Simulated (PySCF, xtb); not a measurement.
GaClBr2, SMILES [Cl][Ga]([Br])[Br].

GFN2-xTB in xtb at its own geometry gives an orbital gap of 3.71 eV and a dipole moment of 4.09 D.

Geometry optimised at PBE0-D3(BJ)/def2-SVP. The structure was generated by enumeration; whether it is a known compound was not checked.

Task: What does B3LYP/def2-TZVP in PySCF give? (An estimate is asked for; the answer gives what the named calculation found.)

Result: gap 6.07 eV (levels -8.56 and -2.49 eV), dipole 0.34 D.
